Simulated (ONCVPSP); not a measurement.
Transferability test, ONCV potential for Pt (Z = 78)

```json
{
  "Element": "platinum (Pt)",
  "Generator": "ONCVPSP 4.0.1",
  "Type": "optimised norm-conserving Vanderbilt (ONCV)",
  "Functional": "revPBE",
  "Relativity": "scalar-relativistic",
  "Frozen core": "[Kr] 4d10 4f14",
  "Valence charge": "18",
  "Reference configuration": "5s2 5p6 5d9 6s1",
  "Partial waves": "5s+6s: rc 1.80 bohr, ncon 5, nbas 10, qcut 7.6 1/bohr, 2 projectors; 5p: rc 1.60 bohr, ncon 4, nbas 7, qcut 10.3 1/bohr, local; 5d: rc 1.60 bohr, ncon 4, nbas 7, qcut 6.6 1/bohr, 2 projectors, debl 2.8 Ha",
  "Local potential": "the p channel",
  "Core correction": "Teter function fitted to the true core (icmod 2), fcfact 0.5"
}
```

Energies are relative to the spin-unpolarised reference configuration 5s2 5p6 5d9 6s1; without spin polarisation the order of configurations can differ from experiment.

| valence configuration | charge | ΔE all-electron (eV) | error AE − PS (meV) |
| --- | --- | --- | --- |
| 5s2 5p6 5d9 6s0 | +1 | 9.072 | -5.5 |
| 5s2 5p6 5d7 6s0 | +3 | 61.087 | -11 |
| 5s2 5p6 5d8 6s1 | +1 | 11.100 | -0.3 |

Task: What are ΔE and the potential's error for 5s2 5p6 5d8 6s0?

Result: ΔE = 28.952 eV all-electron; the error (AE − PS) is -6.0 meV.
